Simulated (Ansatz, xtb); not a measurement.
## Relative energy of two isomers of C3H6B2N2

Structure X is `Bc1c[nH]nc1B`, a singlet and structure Y is `Bc1cnn(B)c1`, a singlet. Both are isolated molecules in the gas phase, relaxed with B3LYP/def2-SVP; the shapes shown needn't be the lowest conformers.

X (Å):

```yaml
atoms:
  - { symbol: C, position_ang: [-0.4267, 0.8451, 1.4025] }
  - { symbol: C, position_ang: [-0.1595, 1.5775, 0.2459] }
  - { symbol: C, position_ang: [0.5762, -0.2065, 1.3786] }
  - { symbol: B, position_ang: [-1.5363, 1.1439, 2.4113] }
  - { symbol: B, position_ang: [0.8354, -1.3577, 2.3712] }
  - { symbol: N, position_ang: [0.8946, 0.9856, -0.3622] }
  - { symbol: N, position_ang: [1.3575, -0.0844, 0.2909] }
  - { symbol: H, position_ang: [-2.2673, 2.0887, 2.2259] }
  - { symbol: H, position_ang: [-1.7000, 0.4589, 3.3886] }
  - { symbol: H, position_ang: [-0.6421, 2.4605, -0.1709] }
  - { symbol: H, position_ang: [1.3441, 1.2674, -1.2283] }
  - { symbol: H, position_ang: [0.1497, -1.4882, 3.3524] }
  - { symbol: H, position_ang: [1.7343, -2.1292, 2.1553] }
```

Y (Å):

```xyz
13

C    -0.7778    1.0894    1.4015
C    -0.4346    0.9017    0.0048
C     0.1410    0.2749    2.0414
B    -1.8631    1.9518    2.0445
B     2.0158   -1.2425    1.3163
N     0.5636    0.0792   -0.1748
N     0.9385   -0.3252    1.0968
H    -1.9865    1.9695    3.2453
H    -2.6030    2.6194    1.3639
H    -0.9182    1.3678   -0.8559
H     2.6092   -1.6718    0.3703
H     2.2621   -1.5300    2.4570
H     0.2891    0.0753    3.1016
```

Problem. Estimate which is lower in electronic energy at CCSD(T)/def2-SVP + ΔMP2/def2-TZVPP, and by roughly how much.

Solution. The CCSD(T)/def2-SVP + ΔMP2/def2-TZVPP calculation puts structure Y lower, by 82.3 kJ/mol.

The same difference at several levels:

```tsv
level	geometry	E(Y) − E(X) (kJ/mol)	departure from the last row (kJ/mol)	job, with rough time for the two
GFN2-xTB	GFN2-xTB	−102.9	−20.7	optimisation, 0.49 s
HF/STO-3G	GFN2-xTB	−117.0	−34.7	single point, 1.9 s
r2SCAN-D4/def2-SVP	GFN2-xTB	−73.3	+9.0	single point, 11 s
B3LYP/def2-SVP	B3LYP/def2-SVP	−80.3	+1.9	optimisation, 89 s
HF/def2-SVP	B3LYP/def2-SVP	−92.1	−9.8	part of the CCSD(T) run
MP2/def2-SVP	B3LYP/def2-SVP	−77.4	+4.9	part of the CCSD(T) run
CCSD(T)/def2-SVP	B3LYP/def2-SVP	−84.5	−2.2	single point
CCSD(T)/def2-SVP + ΔMP2/def2-TZVPP	B3LYP/def2-SVP	−82.3		single point, 2.7 min
```

As drawn, Y has 1 B–N, 1 C–H in place of 1 C–B, 1 N–H.

None of the levels shown reverses the order. The largest departure from CCSD(T)/def2-SVP + ΔMP2/def2-TZVPP is that of HF/STO-3G, 34.7 kJ/mol. The last row adds to CCSD(T) the change of the MP2 difference between the two basis sets, here +2.2 kJ/mol.

With thermal terms from frequencies at re-optimised GFN2-xTB minima (ideal gas, soft modes damped towards free rotors, one conformer each, 298.15 K, 1 atm): on the last row, ΔE + ΔZPE = −80.2, ΔH = −81.1, ΔG = −79.0 kJ/mol.

The correlated steps freeze 7 core orbitals. Codes used: Ansatz 0.2.0, xtb 6.7.1; the last row on 2 threads of AMD EPYC (Zen 3) on a shared host.
